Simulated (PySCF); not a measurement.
BCl$_{3}$, charge -1, doublet, geometry from GFN2-xTB (a state made from the parent by changing its charge; the spin is typed, not shown lowest); HF/6-31G** in PySCF.

Input for PySCF:
```python
from pyscf import gto, scf

mol = gto.M(
    atom='''
B     0.00409589    0.01392452    0.00870572
Cl    1.75461390   -0.24874663   -0.43087965
Cl   -0.68171649   -0.74958120    1.51644082
Cl   -1.07410209    0.99423238   -1.08812167
''',
    basis='6-31g**',
    charge=-1,
    spin=1,
    verbose=4,
)

mf = scf.UHF(mol)
mf.kernel()
```

Output, abridged:

```
PySCF version 2.14.0

[INPUT] verbose = 4
[INPUT] num. atoms = 4
[INPUT] num. electrons = 57
[INPUT] charge = -1
[INPUT] spin (= nelec alpha-beta = 2S) = 1
[INPUT] symmetry False subgroup None
[INPUT] Mole.unit = angstrom
[INPUT] Symbol           X                Y                Z      unit          X                Y                Z       unit  Magmom
[INPUT]  1 B      0.004095890000   0.013924520000   0.008705720000 AA    0.007740110336   0.026313529216   0.016451426517 Bohr   0.0
[INPUT]  2 Cl     1.754613900000  -0.248746630000  -0.430879650000 AA    3.315739725355  -0.470063005109  -0.814244531148 Bohr   0.0
[INPUT]  3 Cl    -0.681716490000  -0.749581200000   1.516440820000 AA   -1.288257460700  -1.416503176123   2.865657833911 Bohr   0.0
[INPUT]  4 Cl    -1.074102090000   0.994232380000  -1.088121670000 AA   -2.029758779923   1.878826902374  -2.056251946504 Bohr   0.0

nuclear repulsion = 219.224903260414
number of shells = 30
number of NR pGTOs = 180
number of NR cGTOs = 68
basis = 6-31g**
ecp = {}

******** <class 'pyscf.scf.uhf.UHF'> ********
method = UHF
initial guess = minao
damping factor = 0
level_shift factor = 0
DIIS = <class 'pyscf.scf.diis.CDIIS'>
diis_start_cycle = 1
diis_space = 8
diis_damp = 0
SCF conv_tol = 1e-09
SCF conv_tol_grad = None
SCF max_cycles = 50
direct_scf = True
direct_scf_tol = 1e-13
number electrons alpha = 29  beta = 28
Set gradient conv threshold to 3.16228e-05
init E= -1403.55111388937

cycle= 1 E= -1403.13993994677  delta_E= 0.411  |g|= 0.271  |ddm|=  2.8
cycle= 2 E= -1403.19731303106  delta_E= -0.0574  |g|= 0.132  |ddm|= 1.05
cycle= 3 E= -1403.21174666866  delta_E= -0.0144  |g|= 0.0472  |ddm|= 0.332
cycle= 4 E= -1403.2186809136  delta_E= -0.00693  |g|= 0.0298  |ddm|= 0.483
cycle= 5 E= -1403.22221539288  delta_E= -0.00353  |g|= 0.0221  |ddm|= 0.322
cycle= 6 E= -1403.22578635855  delta_E= -0.00357  |g|= 0.00988  |ddm|= 0.481
cycle= 7 E= -1403.2265015232  delta_E= -0.000715  |g|= 0.00265  |ddm|= 0.256
cycle= 8 E= -1403.22652292069  delta_E= -2.14e-05  |g|= 0.00114  |ddm|= 0.022
cycle= 9 E= -1403.22652966311  delta_E= -6.74e-06  |g|= 0.000588  |ddm|= 0.0262
cycle= 10 E= -1403.22653050339  delta_E= -8.4e-07  |g|= 0.00015  |ddm|= 0.00355
cycle= 11 E= -1403.22653055599  delta_E= -5.26e-08  |g|= 4.85e-05  |ddm|= 0.00124
cycle= 12 E= -1403.22653055949  delta_E= -3.5e-09  |g|= 1.48e-05  |ddm|= 0.000227
cycle= 13 E= -1403.22653055981  delta_E= -3.21e-10  |g|= 3.87e-06  |ddm|= 8.17e-05
Extra cycle  E= -1403.22653055983  delta_E= -2.21e-11  |g|= 1.97e-06  |ddm|= 1.43e-05
converged SCF energy = -1403.22653055983  <S^2> = 0.76802549  2S+1 = 2.017945
```
